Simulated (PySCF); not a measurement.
B(H)(Cl)(NMe2) (C2H7BClN), SMILES CN(C)BCl.

The structure is a stationary point at B3LYP-D3(BJ)/def2-SVP. This is a generated structure with no PubChem entry under its InChIKey; it may be hypothetical. The values are those of a single conformer.

Method: PySCF with M06-2X/def2-TZVP.

Symmetry labels are those of the subgroup Cs that the program uses (full group Cs).

Computed valence orbital energies around the gap with their symmetry:
```csv
orbital,symmetry,energy (eV)
HOMO−7,A',-13.93
HOMO−6,A",-12.75
HOMO−5,A',-12.33
HOMO−4,A',-12.10
HOMO−3,A',-11.49
HOMO−2,A",-10.84
HOMO−1,A',-9.81
HOMO,A",-8.72
LUMO,A",0.97
LUMO+1,A',1.52
LUMO+2,A',2.55
LUMO+3,A',2.87
```
